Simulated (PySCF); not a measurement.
A compound of formula [C21H13O]+ has these computed shifts in ppm, with the number of atoms in brackets (GIAO KT3/pcSseg-1, gas phase, PySCF SCF with an in-house response code, fitting set def2-universal-JFIT, grid level 2, non-relativistic, on the GFN2-xTB geometry; 13C, 1H against isolated TMS; 17O against isolated H2O).

1H: 7.75 (1), 6.86 (1), 6.84 (1), 6.74 (1), 6.69 (1), 6.55 (1), 6.53 (1), 6.53 (1), 6.51 (1), 6.38 (1), 6.37 (1), 6.28 (1), 5.78 (1)
13C: 158.6 (1), 157.6 (1), 154.3 (1), 147.8 (1), 144.0 (1), 142.9 (1), 140.0 (1), 138.6 (1), 135.2 (1), 135.0 (1), 134.8 (1), 132.1 (1), 132.1 (1), 131.6 (1), 130.5 (1), 128.3 (1), 128.1 (1), 128.1 (1), 124.7 (1), 119.4 (1), 111.5 (1)
17O: 259.6 (1)

(1) Which structure gave them?

## Answers

(1) c1cc2ccc3cc4c(ccc5ccccccc54)c3c2[o+]1. Other isomers were not compared.
